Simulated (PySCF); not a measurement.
Computed properties of Si(F)2(vinyl)(OH) (C2H4F2OSi), SMILES C=C[Si](O)(F)F

Si(F)2(vinyl)(OH) (C2H4F2OSi), SMILES C=C[Si](O)(F)F. Coordinates come from a B3LYP-D3(BJ)/def2-SVP optimisation. The structure was generated by enumeration, and PubChem lists no compound with its InChIKey, so it may never have been made. The values are those of a single conformer. All values are computed for the isolated molecule unless a solvent is named; none is compared with measurement here.

**Structure.** The optimised structure has Cs symmetry. All 24 harmonic modes at B3LYP-D3(BJ)/def2-SVP (PySCF) are real, so it is a minimum. With heavy atoms numbered as in [CH2:1]=[CH:2][Si:3]([OH:4])([F:5])[F:6], the shortest bond between them is C1–C2 at 1.340 Å and the longest C2–Si3 at 1.835 Å.

**Vibrations.** The strongest infrared lines (harmonic, unscaled, degenerate partners summed) lie at 899 cm⁻¹ (268 km/mol, Si 43 %, F 29 %, H 19 %), 940 cm⁻¹ (187 km/mol, F 50 %, Si 49 %), 3887 cm⁻¹ (130 km/mol, H 94 %). The softest mode is at 61 cm⁻¹ and the zero-point energy is 39.5 kcal/mol.

**Electronic structure.** ωB97X/def2-TZVP (PySCF) places the frontier levels at -10.94 and 1.26 eV, a gap of 12.20 eV, and gives a dipole moment of 1.61 D and a mean polarisability of 47.2 bohr³. PBE/def2-TZVP (PySCF) at the same geometry gives -7.37 and -1.99 eV, so its gap is 6.82 eV narrower. An orbital gap is neither the optical nor the fundamental gap.

**Excitations.** TDA-B3LYP/def2-SVPD (PySCF) has S1 at 6.96 eV (178 nm, f = 0.002, weak); the most intense of the 10 singlets computed lies at 7.99 eV (f = 0.30). T1 (TDA) is at 4.25 eV, 2.71 eV under S1. TDA-PBE/def2-SVPD (PySCF) puts S1 at 6.37 eV. No vertical singlet excitation falls in the visible range (under 3.1 eV).

**NMR.** GIAO shifts at PBE0/pcSseg-1 (PySCF) (non-relativistic, atoms alike by connectivity averaged): ¹³C from 132.1 to 155.3 ppm against TMS; ¹H from 2.7 to 7.0 ppm against TMS; ²⁹Si at -53.7 ppm against TMS; ¹⁹F at -148.6 ppm against CFCl3.

**Solvation.** SMD-M06-2X/def2-SVP (PySCF) gives -3.8 kcal/mol in water, -4.7 kcal/mol in chloroform, -3.9 kcal/mol in dimethylsulfoxide (1 M in both phases, gas-phase geometry); of these solvents chloroform holds the molecule best.
